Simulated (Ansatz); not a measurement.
System: C$_{4}$H$_{5}$GeO, net charge 0, doublet state. It need not be the lowest isomer of its formula. 
Geometry from a B3LYP-D3(BJ)/def2-TZVP (Ansatz, a program for electronic structure) optimisation:
SMILES: [GeH3][c]1cc[c]o1
```xyz
11

Ge     1.5068     0.1617     0.0510
C     -0.4266     0.0409    -0.0151
C     -1.4289     0.9620    -0.0575
C     -2.6862     0.2629    -0.0954
C     -2.3184    -1.0382    -0.0719
O     -1.0112    -1.2341    -0.0249
H      1.8426     1.6600     0.0503
H      2.0391    -0.5052     1.3289
H      2.1260    -0.5258    -1.1758
H     -1.2964     2.0319    -0.0617
H     -3.6795     0.6711    -0.1332
```
Charge 0, spin multiplicity 2.

Total electronic energies in hartree. Correlated levels leave the core frozen unless marked. Open shells are spin-unrestricted. Spin-orbit coupling is left out. Frozen are the shells of the preceding noble gas and the d and f shells that filled before the atom's block. Non-relativistic. CBS(X,Y): correlation extrapolated as X^-3; Hartree-Fock from the larger set. The bracket is a focal-point correction in the basis named.

The UHF reference is spin-contaminated (<S^2> 0.34 over the pure value in the largest basis). 

| level | program | energy (Eh) |
|---|---|---|
| HF/6-31G* | Ansatz | -2304.20384 |
| SVWN5/def2-TZVPD | Ansatz | -2302.51263 |
| BLYP-D4/def2-TZVPD | Ansatz + dftd4 | -2307.61582 |
| revPBE/def2-TZVPD | Ansatz | -2307.39155 |
| r2SCAN-D3(BJ)/def2-TZVPD | Ansatz + dftd3 | -2307.48581 |
| B97M-V/def2-TZVPD | Ansatz | -2307.21225 |
| B3LYP-D3(BJ)/def2-TZVPD | Ansatz + dftd3 | -2307.67937 |
| B3LYP/def2-TZVPD | Ansatz | -2307.66236 |
| PBE0/def2-TZVP | Ansatz | -2307.08514 |
| PBE0/def2-TZVPD | Ansatz | -2307.08630 |
| CAM-B3LYP/def2-TZVPD | Ansatz | -2307.62182 |
| wB97X-V/def2-TZVPD | Ansatz | -2307.35247 |
| PBE-QIDH/def2-TZVPD | Ansatz | -2306.66173 |
| RPA@PBE/cc-pVTZ | Ansatz | -2306.07634 |
| MP2/cc-pVTZ | Ansatz | -2305.54071 |
| MP2/CBS(cc-pVTZ,cc-pVQZ) | Ansatz | -2305.6695 |
| SCS-MP2/STO-3G | Ansatz | -2278.31942 |
| CCSD/6-31G | Ansatz | -2304.58718 |
| CCSD/6-31G* | Ansatz | -2304.97726 |
| CCSD/cc-pVQZ | Ansatz | -2305.66302 |
| RI-MP2/CBS(cc-pVTZ,cc-pVQZ)+[CCSD(T)-MP2]/cc-pVDZ | Ansatz | -2305.7635 |
| RI-MP2/CBS(cc-pVTZ,cc-pVQZ)+[CCSD(T)-MP2]/cc-pVTZ | Ansatz | -2305.7682 |
| CCSD(T)/CBS(cc-pVTZ,cc-pVQZ) | Ansatz | -2305.7587 |

Totals of different functionals don't rank their quality; only differences between species are comparable.
